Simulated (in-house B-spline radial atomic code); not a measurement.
**LC-wPBE excitations of Al+**

Method: LC-wPBE. Computed with a B-spline radial code for spherical atoms: linear response of the closed shell [Ne] 3s2 with the functional's adiabatic kernel; non-relativistic, point nucleus, no spin-orbit coupling, no double excitations, S, P, D and F terms only.

Command:
```bash
python run_td.py task.json out
```
Settings (radii: box in bohr, nucleus in fm):
```
Z                        13
electrons                12
configuration            [Ne] 3s2
hamiltonian              nr
method                   lc_wpbe
box_radius               41.61
intervals                54
```

Run time, properties included: 0.8 s on 1 thread of Arm Neoverse N1, with other jobs on the host.

The lowest states, in the order of their Tamm-Dancoff energies; the method's threshold (minus the highest occupied level) is 18.313 eV. Labels give the largest channel, * marks a mixed state, and oscillator strengths are full-response dipole values. Measured ¹D terms are left out, since they can mix with doubly excited terms. Semilocal kernels can invert the small singlet-triplet splittings of Rydberg terms. Energies in eV:

```
     state  full response  Tamm-Dancoff  oscillator strength  measured (J-weighted term)
3s → 3p 3P              ?             ?                    -                           ?
3s → 3p 1P          7.184         7.457                 1.75                       7.421
3s → 4s 3S         11.026        11.037                    -                      11.317
3s → 3d 3D         11.257        11.285                    -                      11.847
3s → 4s 1S              ?             ?                    -                           ?
3s → 3d 1D         11.954        11.961                    -                           -
3s → 4p 3P         12.620        12.631                    -                      13.075
3s → 4p 1P         12.919        12.950             0.000766                      13.257
3s → 5s 3S         14.445        14.449                    -                      14.890
3s → 4d 3D         14.503        14.510                    -                      15.062
```

Task: Where does 3s → 4s 1S lie?

Result: At 11.585 eV in full response, 11.599 eV in Tamm-Dancoff; measured 11.822 eV.

Task: Where does 3s → 3p 3P lie?

Result: At 3.694 eV in full response, 4.081 eV in Tamm-Dancoff; measured 4.651 eV.

Task: How large is the singlet-triplet splitting of 3s → 3p (P terms) in Tamm-Dancoff?

Result: 3.38 eV, from the unrounded values.

Task: What polarisabilities and dispersion coefficient does the method give?

Result: Dipole 25.5 bohr³, quadrupole 121.4 bohr⁵, C6 132.4 hartree·bohr⁶ for two such species.
